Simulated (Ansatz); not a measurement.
Cl₂F₂H₃NSi₂, SMILES `F[SiH2]N[Si](F)(Cl)Cl`, relaxed with RKS PBE-D4/def2-SVP in Ansatz 0.2.0 from a rough embedded geometry. The force threshold is 0.03 eV/Å; the program also tests the step.

The species carries charge 0 and has multiplicity 1.

Start:

```xyz
10

F    -1.510   -1.568   -0.676
Si   -1.239   -0.007   -0.737
N    -0.394    0.341    0.665
Si    1.226    0.114    0.494
F     1.450   -1.370   -0.240
Cl    2.199    1.546   -0.579
Cl    2.116    0.039    2.299
H    -2.546    0.689   -0.621
H    -0.546    0.467   -1.988
H    -0.756   -0.252    1.382
```

Problem. How much energy does the relaxation release, and in how many steps? (Best estimate.)

Solution. Computed: 17.54 kcal/mol, in 7 steps, 1 of them rejected.

Problem. Which bonds change most? (Best estimate.)

Solution. Computed: N3–Si4 from 1.644 to 1.722 Å; Si2–N3 from 1.674 to 1.748 Å; F1–Si2 from 1.585 to 1.637 Å; Si4–F5 from 1.671 to 1.625 Å.

Problem. Give the relaxed structure. (An estimate is asked.)

Solution. Ansatz gave: 
```xyz
10

F    -1.901   -1.608   -1.008
Si   -1.415   -0.059   -0.793
N    -0.312    0.087    0.556
Si    1.409    0.032    0.531
F     1.933   -1.316   -0.209
Cl    2.223    1.592   -0.531
Cl    2.095    0.044    2.466
H    -2.640    0.743   -0.492
H    -0.674    0.368   -2.017
H    -0.719    0.117    1.497
```
